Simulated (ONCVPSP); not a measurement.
# iron (Fe): excitation energies, all-electron against ONCV

```json
{
  "Element": "iron",
  "Generator": "ONCVPSP 4.0.1",
  "Type": "optimised norm-conserving Vanderbilt (ONCV)",
  "Functional": "PBEsol",
  "Relativity": "scalar-relativistic",
  "Frozen core": "[Ne]",
  "Valence charge": "16",
  "Reference configuration": "3s2 3p6 3d6 4s1.5 (charge +0.5)",
  "Partial waves": "3s+4s: rc 1.60 bohr, ncon 5, nbas 8, qcut 6.5 1/bohr, 2 projectors; 3p: rc 1.40 bohr, ncon 4, nbas 8, qcut 9.8 1/bohr, 1 projector; 3d: rc 1.85 bohr, ncon 3, nbas 8, qcut 7.8 1/bohr, 1 projector",
  "Local potential": "polynomial inside 1.20 bohr (lpopt 3, dvloc0 0 Ha)",
  "Core correction": "Teter function fitted to the true core (icmod 2), fcfact 0.6"
}
```

Energies are relative to the spin-unpolarised reference configuration 3s2 3p6 3d6 4s1.5; without spin polarisation the order of configurations can differ from experiment.

| valence configuration | charge | ΔE all-electron (eV) | error AE − PS (meV) |
| --- | --- | --- | --- |
| 3s2 3p6 3d6 4s1 | +1 | 5.251 | +0.2 |
| 3s2 3p6 3d6 4s0 | +2 | 21.367 | +2.8 |
| 3s2 3p5 3d6 4s2 | +1 | 64.069 | -487 |

What are ΔE and the potential's error for 3s2 3p6 3d6 4s2?

ΔE = -3.494 eV all-electron; the error (AE − PS) is +1.0 meV.
